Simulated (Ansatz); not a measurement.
`[F][Ge]1([Cl])[CH]=[CH]1` → 2 C• + Cl• + F• + Ge• + 2 H•  (atomization)

Isolated molecules relaxed with PBE0-D4/def2-TZVP in Ansatz; ΔE leaves out vibrations. CBS: MP2 limit from def2 TZ/QZ plus the TZ coupled-cluster correction, frozen cores. This one scheme is used for every species, atoms too. DFT in def2-TZVPP. B3LYP here is the variant with VWN-RPA as its local correlation; programs differ in this. HSE06 is defined as in plane-wave codes. No spin–orbit coupling; open shells (•) take unrestricted orbitals. Spin–orbit coupling would lower the free atoms: a little for C, Cl, F; clearly for Ge. Bonds to Ge are less sure, by a few kJ/mol each and by 10 to 20 or more in all where they break to atoms, as the def2 sets lack core-valence functions. Scalar relativity is left out up to krypton.

```tsv
level	ΔE (eV)	difference from CCSD(T)/CBS
LDA (SPW92)	31.84	4.71
PBE-D4	28.00	0.87
BLYP-D4	26.83	-0.30
r2SCAN-D4	27.29	0.16
PBE0-D4	27.24	0.11
HSE06-D4	27.26	0.13
PBE0	27.09	-0.04
B3LYP	26.41	-0.72
BHLYP	25.40	-1.73
LC-ωPBE	27.01	-0.12
CCSD(T)/def2-SVP	25.39	-1.74
SCS-MP2/def2-TZVPP	26.82	-0.31
CCSD/def2-TZVPP	25.72	-1.41
HF/def2-QZVPP	18.78	-8.35
SCS-MP2/def2-QZVPP	27.31	0.18
CCSD/CBS(def2)	26.45	-0.68
CCSD(T)/CBS	27.13	0
```

Largest T1 diagnostic among the species: 0.012.

Leaving LDA and LC-ωPBE aside and taking each functional with its dispersion term where it has one, the values, not all of them listed here, spread over 2.36 eV, from BHLYP-D4 to PBE-D4. LDA lies +4.02 eV from PBE without D4, its usual overbinding. From BLYP to BHLYP (50 % exact exchange), in def2-TZVPP and without D4, ΔE moves by −1.05 eV: exact exchange takes away binding that semilocal exchange gives to molecules. The D4 term adds +0.29 eV with B3LYP and +0.15 eV with PBE0; it sums over pairs of atoms, weighted by their polarisabilities, and B3LYP, whose exchange is more repulsive, gets the larger term.

For atomizations the MP2-based limit and the directly extrapolated one differ by several kJ/mol either way, and by 10 to 25 for some Ge, Se and Sn compounds, so smaller differences from it don't rank the levels.
